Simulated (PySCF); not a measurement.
bromine monochloride (BrCl), SMILES ClBr. Geometry: PBE0-D3(BJ)/def2-TZVP.

Question: Give the equilibrium geometry at PBE0-D3(BJ)/def2-TZVP (PySCF confirms it by a frequency run) as bond lengths and angles, and its point group. (The exact figures need the calculation; the answer reports its results.)

Answer: point group C∞v.
Atoms: Cl1 Br2. Bonded distances (Å): Cl1–Br2 2.133.
Charge 0, spin multiplicity 1.
